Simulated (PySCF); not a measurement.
Al¹¹⁺: ionisation energy

Al¹¹⁺ 1s2 → Al¹²⁺ 1s1 [1s1/2^1, M_J = 1/2], as a difference of total energies. Calculation: PySCF 2.14, in an even-tempered Gaussian basis (15 s from 6.8 bohr⁻², ratio 2.4; 8 p from 8.9 bohr⁻², ratio 2.4; 3 d from 29 bohr⁻², ratio 2.6; 3 f from 44 bohr⁻², ratio 2.6); the two-component X2C-1e Hamiltonian. Correlated levels: nothing frozen; the 28 highest virtual spinors dropped. "Screened" scales the spin-orbit matrix elements by Boettger's factors to mimic the two-electron term; Breit and QED terms are absent.

```
                    method  ionisation energy (eV)
 GHF (screened spin-orbit)                  2085.4
GMP2 (screened spin-orbit)                  2086.6
     GHF (bare spin-orbit)                  2085.4
    GMP2 (bare spin-orbit)                  2086.6
```

For comparison: 2086.0 eV (theoretical estimate listed by NIST; NIST Atomic Spectra Database, ionization energies).
